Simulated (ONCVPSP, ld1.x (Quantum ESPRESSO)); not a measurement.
Potentials for N (Z = 7) compared

Generated with ld1.x 7.5 (TM, RRKJ, ultrasoft, PAW), atompaw 4.2 or ONCVPSP 4.0.1. The cutoff is in Ry: for ld1.x and atompaw files where the sum of valence levels is converged to 10 mRy in a Bessel basis, for ONCV files where the hardest occupied wave has 1 mHa per electron of residual kinetic energy. The error is the largest all-electron minus pseudo excitation energy over each file’s own four to seven test configurations (ionisations up to +4, promotions, holes and added fractions of an electron), all of which were solved. The labels leave out finer settings (local radius, basis sizes, second energies), which also bear on the numbers. Spin-polarised tests are not counted. The rows are a selection from randomly drawn settings: files with unsolved tests, undetermined cutoffs or missed reference levels are left out.

```csv
potential,cutoff (Ry),largest error (meV),bound ghosts
"ONCV, PBEsol, scalar-relativistic, rc 1.15/1.95 (sp), local smoothed, core correction yes, reference 2s1.75 2p3.25, qcut 5.1/5.6, projectors 2/2",91,+517,none
"TM, revPBE, scalar-relativistic, rc 0.70/1.45 (sp), local s, core correction no, reference 2s2 2p3",140,+963,none
"ONCV, PBE, scalar-relativistic, rc 0.75/1.25/1.20 (spd), local smoothed, core correction yes, reference 2s2 2p2, qcut 11/10.3/7, projectors 1/2/2",389,+362,none
"ONCV, LDA (Perdew-Wang 92), scalar-relativistic, rc 1.10/2.30 (sp), local smoothed, core correction yes, reference 2s1 2p4, qcut 6.6/5.7, projectors 1/2",45,+7102,none
"TM semilocal, PBE, scalar-relativistic, rc 1.05/1.75/1.80 (spd), local d, core correction yes, reference 2s2 2p2",50,+1266,none
"ONCV, PW91, scalar-relativistic, rc 1.15/1.75/1.60 (spd), local smoothed, core correction yes, reference 2s2 2p3, qcut 7.3/6.2/5.5, projectors 3/1/2",50,+1415,none
"ONCV, PBE, scalar-relativistic, rc 1.05/2.45/2.05 (spd), local smoothed, core correction yes, reference 2s2 2p3, qcut 4.9/4.4/4, projectors 2/2/2",226,+5823,none
```

(1) Fill in the row for N: TM, PBE, scalar-relativistic, rc 1.00/1.85/1.80 (spd), local s, core correction yes, reference 2s1.5 2p3.5.

Results:

(1) cutoff 50 Ry, largest error +2267 meV, bound ghosts: none.
